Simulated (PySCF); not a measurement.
C5H11Si, SMILES [CH2][Si](C)(C)C=C, multiplicity 2.

Geometry optimised at ωB97X-D3(BJ)/def2-SVP. The isomer is the one that the SMILES or the coordinates give; other isomers of the formula were not compared. The values are those of a single conformer.

Computed with SMD-ωB97X/6-31G* (PySCF).

Solvation free energies are E(SMD) − E(gas) at the gas-phase geometry, for 1 M in both phases. In vacuum the dipole moment is 0.10 D.

**Question.** Rank water, toluene, tetrahydrofuran by solvation free energy, most negative first.

**Answer.** toluene (-0.8 kcal/mol), tetrahydrofuran (-0.5 kcal/mol), water (4.1 kcal/mol)
